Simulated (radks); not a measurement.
Neutral copper inside a hard spherical wall (all orbitals vanish at R), configuration held at [Ar] 3d10 4s1 and not refilled when levels cross. Method: scalar-relativistic Kohn-Sham, PBEsol, spin-polarised, spherical densities, finite nucleus; open shells are filled with parallel spins first; Fermi nuclear charge, rms radius 3.8823 fm; computed with a radial shooting solver on a logarithmic mesh with Libxc functionals. Eigenvalues in eV for spin up, with the zero of energy where the potential of the charges vanishes at infinity; a dash marks a level that is unbound or too diffuse for the functional's potential to be trusted. A positive occupied level is held by the wall or, in an anion where self-interaction has pushed it up, behind a barrier. The pressure on the wall is -dE/dV.

R (bohr)  E (hartree)  kinetic (hartree)    e(3s)    e(3p)   e(3d)   e(4s)  e(4p, empty)  e(5s, empty)  pressure (GPa)
free      -1653.49279           1677.896  -114.29  -71.900  -5.062  -5.030        -0.911             -               0
15        -1653.49279           1677.896  -114.29  -71.900  -5.062  -5.030        -0.902         0.305        < 0.0001
12        -1653.49277           1677.896  -114.29  -71.898  -5.060  -5.028        -0.862         0.805        0.000281
7         -1653.48766           1677.932  -114.01  -71.614  -4.789  -4.753         0.047         6.249           0.283
5         -1653.43858           1678.170  -112.60  -70.216  -3.472  -3.123         3.023        18.808            6.22
4         -1653.29863           1678.734  -110.06  -67.710  -1.098   0.348         8.151        37.366            38.1
2.5       -1651.57746           1684.596  -94.666  -52.674  14.255  30.101        44.965        147.81            1300
